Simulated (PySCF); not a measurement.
Working out the ionisation energy of Si+

Si+ [Ne] 3s2 3p1 (2P) → Si(2+) [Ne] 3s2 (1S). All numbers are calculated (PySCF 2.14, the non-relativistic Hamiltonian (point nucleus), in aug-cc-pV(Q+d)Z). Frozen: [Ne]. Energies in hartree (1 hartree = 27.21139 eV):

```json
{"part": "UHF", "Si+ (lower)": "-288.577817", "Si(2+) (upper)": "-287.995528"}
{"part": "CCSD correlation", "Si+ (lower)": "-0.059959", "Si(2+) (upper)": "-0.045533"}
{"part": "(T)", "Si+ (lower)": "-0.001197", "Si(2+) (upper)": "0.000000"}
```

Task: What does Hartree-Fock give?

Result: (-287.995528) − (-288.577817) = 0.582289 hartree = 15.845 eV.

Task: What do CCSD and CCSD(T) give?

Result: The CCSD correlation energies differ by 0.014426 hartree = 0.393 eV and the triples by 0.001197 hartree = 0.033 eV, so CCSD gives 16.238 eV and CCSD(T) 16.271 eV.

Measured between the centres of the two terms (NIST): 16.322 eV, so CCSD(T) (valence) is off by -0.051 eV.

What remains against the reference includes basis incompleteness, the frozen core and higher excitations.
